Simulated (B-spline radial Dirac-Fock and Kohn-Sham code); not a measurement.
## Dipole and non-dipole photoemission parameters of Te²⁺ 3s

System: the Te²⁺ ion, configuration [Kr] 4d10 5s2 5p2; threshold 1011.6 eV (orbital energy of the model). The computed values come from a radial B-spline solver: Dirac-Hartree-Slater photoionisation with a Latter tail; cross sections with all multipoles, angular parameters from the dipole term and its interference with E2.

For linearly polarised light dσ/dΩ = σ/(4π) [1 + β P₂(cos θ) + (δ + γ cos²θ) sin θ cos φ], with θ from the polarisation vector and φ the angle between the beam and the projection of the electron momentum on the plane normal to the polarisation.

| hν (eV) | σ (kb) | β | γ |
| --- | --- | --- | --- |
| 1160 | 66.1 | 1.981 | 0.742 |
| 1253.6 | 59.7 | 1.982 | 0.645 |
| 1310 | 56.3 | 1.983 | 0.593 |
| 1380 | 52.5 | 1.984 | 0.538 |
| 1486.9 | 47.2 | 1.985 | 0.462 |
| 1810 | 35.2 | 1.986 | 0.284 |
| 1890 | 32.9 | 1.987 | 0.248 |
| 2380 | 22.7 | 1.988 | 0.083 |
| 4240 | ? | ? | ? |
| 5290 | 5.36 | 1.991 | -0.087 |
| 5340 | 5.26 | 1.991 | -0.084 |
| 5800 | 4.49 | 1.991 | -0.058 |
| 6470 | 3.62 | 1.991 | -0.008 |
| 6840 | 3.24 | 1.991 | 0.023 |
| 6950 | 3.14 | 1.991 | 0.033 |
| 8047.8 | 2.33 | 1.991 | 0.139 |
| 13600 | 0.765 | 1.990 | 0.744 |

Q: Give the values at 4240 eV.

A: σ = 8.13 kb, β = 1.990, γ = -0.111. For an s subshell δ is negligible.
